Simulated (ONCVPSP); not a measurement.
## magnesium, ONCV: configuration errors across variants

| Property | Result |
| --- | --- |
| Element | Mg (Z = 12) |
| Generator | ONCVPSP 4.0.1 |
| Type | optimised norm-conserving Vanderbilt (ONCV) |
| Functional | LDA (Perdew-Wang 92) |
| Relativity | fully relativistic |
| Frozen core | [He] 2s2 |
| Valence charge | 8 |
| Reference configuration | 2p6 3s0.5 (charge +1.5) |
| Partial waves | 3s: rc 2.30 bohr, ncon 4, nbas 9, qcut 2.8 1/bohr, 2 projectors, debl 2 Ha; 2p: rc 0.90 bohr, ncon 4, nbas 8, qcut 14.5 1/bohr, 2 projectors, debl 0.6 Ha; d scattering state at 0.13 Ha: rc 2.10 bohr, ncon 5, nbas 9, qcut 4.9 1/bohr, 1 projector |
| Local potential | polynomial inside 0.80 bohr (lpopt 5, dvloc0 3 Ha) |
| Core correction | Teter function, fcfact 2.75, rcfact 1.5 |

Open shells are filled in proportion to 2j + 1.

In the p channel the program set the typed energies aside and used -2.243, 0.250 Ha (j = l + 1/2; the other j can differ).

All-electron excitation energies from the reference (eV): (1) 2p6 3s2 -14.729; (2) 2p6 3s1 -6.661; (3) 2p6 3s0 8.383; (4) 2p6 3s1 3p1 -11.207.

1 further variants failed, have other tests or too few solved ones, and are left out.

Errors AE − PS in meV (a dash: test not solved or not reliable):

| change | (1) | (2) | (3) | (4) | bound ghosts | GHOST(+) flags above zero |
| --- | --- | --- | --- | --- | --- | --- |
| base | +11 | +2.1 | +5.2 | +5.3 | none | s |
| s: rc 1.92 | +17 | +3.5 | +8.1 | +6.1 | none | s |
| s: rc 2.14 | +15 | +3.0 | +7.0 | +5.8 | none | s |
| s: rc 2.4 | +8.0 | +1.5 | +3.8 | +4.8 | none | s |
| s: rc 2.62 | -0.8 | -0.5 | -0.7 | +3.7 | none | s |
| s: rc 2.84 | -11 | -2.9 | -5.9 | +2.5 | none | s |
| s: rc 3.36 | -41 | -9.7 | -21 | -0.5 | none | s |

**Question.** Give the same row for: s: rc 3.12.

**Answer.** -27, -6.4, -14, +0.9; bound ghosts: none; GHOST(+) flags above zero: s.
